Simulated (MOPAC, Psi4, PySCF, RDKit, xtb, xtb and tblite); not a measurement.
Two geometries of C5H14OSi2, SMILES CC(=O)[SiH2][SiH2]C(C)C, relaxed at GFN2-xTB with one dihedral held; other torsions can differ between them too.

Structure A

```
22

C      3.2292     0.7123     0.4912
C      1.9843     0.9280    -0.3257
O      1.4093     1.9945    -0.3542
Si     1.2669    -0.5742    -1.2901
Si    -0.3743    -1.5908    -0.0053
C     -1.8185    -0.4023     0.4078
C     -2.3826     0.2393    -0.8568
C     -1.3946     0.6803     1.3972
H      4.0458     0.4570    -0.1810
H      3.4885     1.6018     1.0617
H      3.0743    -0.1305     1.1621
H      0.8187    -0.0254    -2.5728
H      2.4156    -1.4476    -1.5733
H     -0.9403    -2.7489    -0.7154
H      0.1530    -2.1116     1.2688
H     -2.6205    -0.9864     0.8746
H     -3.2511     0.8539    -0.6213
H     -2.6881    -0.5172    -1.5777
H     -1.6364     0.8804    -1.3234
H     -0.9927     0.2413     2.3087
H     -2.2458     1.3036     1.6696
H     -0.6357     1.3271     0.9621
```

Structure B

```
22

C      3.5604     0.7477     0.2391
C      2.1366     0.9016    -0.2230
O      1.4976     1.9096    -0.0111
Si     1.3184    -0.5583    -1.1789
Si    -0.4119    -1.5368     0.0127
C     -0.7386    -0.7444     1.7265
C     -1.2943     0.6714     1.5940
C      0.5171    -0.7378     2.5941
H      4.1977     0.6827    -0.6410
H      3.8720     1.5905     0.8530
H      3.6661    -0.1825     0.7936
H      0.8964     0.0447    -2.4471
H      2.4259    -1.4728    -1.4997
H     -1.6762    -1.5071    -0.7384
H     -0.1135    -2.9607     0.2488
H     -1.4925    -1.3539     2.2395
H     -1.5292     1.0836     2.5751
H     -2.2052     0.6767     0.9985
H     -0.5705     1.3302     1.1191
H      0.9368    -1.7383     2.6863
H      0.2900    -0.3715     3.5949
H      1.2743    -0.0826     2.1664
```

Q: Which is lower in energy at the level B3LYP-D3(BJ)/def2-SVP // GFN2-xTB (Psi4), and by how much?

A: A is lower, by 2.86 kJ/mol (dihedral C2–Si4–Si5–C6: 60° in A, 0° in B).

E(B) − E(A) in kJ/mol at the other levels, on the same two geometries: GFN2-xTB (xtb and tblite) 0.28; MMFF94 // GFN2-xTB (RDKit) 9.30; B3LYP/def2-SVP // GFN2-xTB (Psi4) 4.26; PBE/def2-SVP // GFN2-xTB (Psi4) 3.97; PBE-D3(BJ)/def2-SVP // GFN2-xTB (Psi4) 3.02; UFF // GFN2-xTB (RDKit) 6.42; PM6, restricted, heats of formation // GFN2-xTB (MOPAC) 0.41; PM7, restricted, heats of formation // GFN2-xTB (MOPAC) 0.87; GFN1-xTB // GFN2-xTB (xtb) 0.62; restricted B3LYP/6-31G*, spherical d, density fitting // GFN2-xTB (PySCF) 3.25; restricted M06-2X/6-31G*, spherical d, density fitting // GFN2-xTB (PySCF) 1.90; restricted B3LYP/6-311+G**, spherical d, density fitting // GFN2-xTB (PySCF) 4.77.
